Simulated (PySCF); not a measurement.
ethylenediamine (C2H8N2), SMILES C(CN)N. Geometry optimised at r2SCAN-D4/def2-SVP. One conformer was computed; it need not be the lowest.

Calculation: r2SCAN-D4/def2-SVP (PySCF).

Harmonic wavenumbers (cm⁻¹): 148, 243, 244, 313, 488, 806, 829, 852, 960, 1041, 1104, 1121, 1173, 1230, 1316, 1334, 1373, 1439, 1484, 1496, 1635, 1640, 2892, 2899, 3071, 3083, 3493, 3494, 3581, 3581. Rotational constants (GHz): 27.30, 3.837, 3.590; symmetry number 2.

Task: Work out the zero-point energy and the ideal-gas rigid-rotor harmonic-oscillator thermochemistry at 298.15 K and 1 atm.

Result: ZPE = ½ Σ hcν = ½ × 48364 cm⁻¹ = 69.14 kcal/mol. H − E(el) = 73.20 kcal/mol. Entropy in cal/(mol K): translation 38.20, rotation 22.88, vibration 9.36, total 70.44. G − E(el) = 52.20 kcal/mol. Cp = 20.57 cal/(mol K). Modes under 150 cm⁻¹ make the vibrational entropy uncertain.
